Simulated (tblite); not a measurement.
Compound: C₅H₅FP₂.
Numbering: `[CH3:1][c:2]1[cH:3][p:4][cH:5][c:6]([F:7])[p:8]1` (hydrogens: H9, H10, H11 on C1; H12 on C3; H13 on C5)

Level: GFN2-xTB in tblite, geometry and Hessian alike; calculated harmonic values, unscaled, isolated species. Errors from tens to a few hundred cm⁻¹ against measured bands are possible.

**Question.** How many normal modes are there?

**Answer.** 13 atoms, non-linear: 3N − 6 = 33.

**Question.** What is the point group of the computed structure, and how do the modes divide by symmetry?

**Answer.** Cs. The vibrations span 22 a′ + 11 a″.

**Question.** How many distinct wavenumbers does the calculation give?

**Answer.** 33: Cs has no degenerate species.

**Question.** How many fundamentals are allowed in the infrared by symmetry?

**Answer.** 33 of 33: in Cs every mode is allowed. All fundamentals are allowed in the Raman spectrum.

**Question.** How large is the harmonic zero-point energy?

**Answer.** ½Σν̃ = 18656 cm⁻¹ = 53.3 kcal/mol (33 modes), 21.5 kcal/mol of it from above 1550 cm⁻¹.

**Question.** How far is the lowest real mode excited at 298.15 K, as a harmonic oscillator?

**Answer.** 81.1 cm⁻¹ is a vibrational temperature θ of 117 K. The population of v = 1 over v = 0 is exp(−θ/T) = 0.68, and the mean quantum number is 2.1.
